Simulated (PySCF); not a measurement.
A side-by-side comparison of computed properties.

First species: C5H11NO.
Structure used (PBE0-D3(BJ)/def2-SVP), in Å, numbered top down from 1:
```
atom  x, y, z in Å
C1    -0.192    0.296    1.421
C2    -0.382    0.034   -0.079
C3    -1.793   -0.484   -0.337
C4    -0.150    1.324   -0.874
C5     0.617   -1.045   -0.537
N6     1.931   -0.727   -0.396
O7     0.265   -2.114   -0.993
H8     0.800    0.712    1.652
H9    -0.943    1.020    1.775
H10   -0.314   -0.630    2.003
H11   -2.535    0.262   -0.015
H12   -1.973   -1.421    0.207
H13   -1.945   -0.696   -1.405
H14    0.843    1.761   -0.688
H15   -0.243    1.146   -1.956
H16   -0.899    2.081   -0.590
H17    2.619   -1.412   -0.681
H18    2.243    0.153   -0.017
```

Second species: RuO3(NMe), CH3NO3Ru (singlet state).
SMILES: `C[N]=[Ru](=[O])(=[O])=[O]`

Levels: wB97X-D/def2-SVPD for dipole moment, HOMO energy, LUMO energy, HOMO–LUMO gap and static isotropic polarisability; TDDFT wB97X-D/def2-SVPD for lowest singlet excitation; TDA wB97X-D/def2-SVPD for lowest triplet excitation (Tamm–Dancoff); PBE0-D3(BJ)/def2-SVP for rotational constant A and rotational constant C. Geometries: PBE0-D3(BJ)/def2-SVP. Each structure is a single optimised conformer of the isolated species (atoms past krypton carry core potentials, spin–orbit coupling is left out); the electronic structure was computed with PySCF and density fitting.

Dipoles, sizes and rotational constants follow the conformer. The torsions of the flexible species, by atom-mapped SMILES:
- `[CH3:1][C:2]([CH3:3])([CH3:4])[C:5]([NH2:6])=[O:7]`: C1–C2–C5–N6 -62°, H–N6–C5–C2 180°, H–N6–C5–C2 0°

| property | column X | column Y |
| --- | --- | --- |
| dipole moment | 3.75 D | 5.12 D |
| HOMO energy | -9.16 eV | -10.38 eV |
| LUMO energy | 2.04 eV | -2.30 eV |
| HOMO–LUMO gap | 11.20 eV | 8.08 eV |
| lowest singlet excitation | 5.70 eV | 2.51 eV |
| lowest triplet excitation (Tamm–Dancoff) | 5.25 eV | 1.99 eV |
| static isotropic polarisability | 72.5 au | 73.7 au |
| rotational constant A | 3.284 GHz | 4.067 GHz |
| rotational constant C | 1.975 GHz | 1.977 GHz |

Task: Which column belongs to which species?

Result: Column X is the first species and column Y the second. The first has 18 atoms and 56 electrons, the second 9 and 84.

Task: How does each property change from the first species to the second?

Result: dipole moment +1.37 D; HOMO energy -1.22 eV; LUMO energy -4.34 eV; HOMO–LUMO gap -3.12 eV; lowest singlet excitation -3.19 eV; lowest triplet excitation (Tamm–Dancoff) -3.26 eV; static isotropic polarisability +1.2 au; rotational constant A +0.783 GHz; rotational constant C +0.002 GHz.

On the first: The vertical singlet–triplet gap S1 − T1 is 0.45 eV (TDDFT singlet less Tamm–Dancoff triplet; S1: HOMO→LUMO+1, weight 0.95; T1: HOMO→LUMO+1, weight 0.95). S1 lies 5.50 eV below the HOMO–LUMO gap; its leading configuration is HOMO→LUMO+1, weight 0.95.

On the second: The principal polarisabilities are 62.3, 62.3 and 96.6 au; their mean is the isotropic value. The vertical singlet–triplet gap S1 − T1 is 0.52 eV (TDDFT singlet less Tamm–Dancoff triplet). Atoms past krypton carry effective core potentials; spin–orbit coupling is left out.
